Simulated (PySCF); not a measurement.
Mg: excitation energy

Mg [Ne] 3s2 (1S) → Mg [Ne] 3s1 3d1, s spin flipped, as a difference of total energies. Computed with PySCF 2.14 in aug-cc-pCVTZ (8s7p5d3f, 75 functions), with no relativity, point nucleus. Correlated levels: nothing frozen. The calculations carry no spin-orbit coupling.

| method | excitation energy (eV) |
| --- | --- |
| UHF | 5.889 |
| MP2 (all electrons) | 6.415 |
| SCS-MP2 (all electrons) | 6.475 |

**Question.** How much does correlation contribute at MP2 (all electrons)?

**Answer.** 6.415 − (5.889) = 0.526 eV, measured against UHF.

The upper determinant mixes two multiplicities, so it lies between the two terms.

The promoted electron is Rydberg-like, and one or two diffuse shells describe it only roughly, which tends to raise the upper state.

The coupled-cluster amplitudes are large for the upper state (T1 above 0.03 or a double amplitude above 0.15), so a single reference is strained.
